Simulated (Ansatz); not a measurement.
Basis-set series for BFH₇NSi₂, SMILES `B[SiH2][SiH](N)F`. Charge 0, multiplicity 1. The geometry is a stationary point of PBE0-D4/def2-TZVP. It is one conformer, not always the lowest.

```
functional       basis  functions  energy (Eh)  HOMO (eV)  LUMO (eV)
   PBE0-D4  def2-TZVPP        275   -762.35982      -7.75      -2.50
   PBE0-D4  def2-QZVPP        521   -762.39054      -7.77      -2.52
   ωB97M-V  def2-TZVPP        275   -762.68107      -9.78      -0.59
   ωB97M-V  def2-QZVPP        521   -762.70991      -9.80      -0.63
```

(1) Give the rows for def2-SVP. (Estimate.)

Answers

(1) Ansatz gave: 
```json
{"functional": "PBE0-D4", "basis": "def2-SVP", "functions": "113", "energy (Eh)": "-761.92466", "HOMO (eV)": "-7.68", "LUMO (eV)": "-2.43"}
{"functional": "ωB97M-V", "basis": "def2-SVP", "functions": "113", "energy (Eh)": "-762.23683", "HOMO (eV)": "-9.70", "LUMO (eV)": "-0.44"}
```
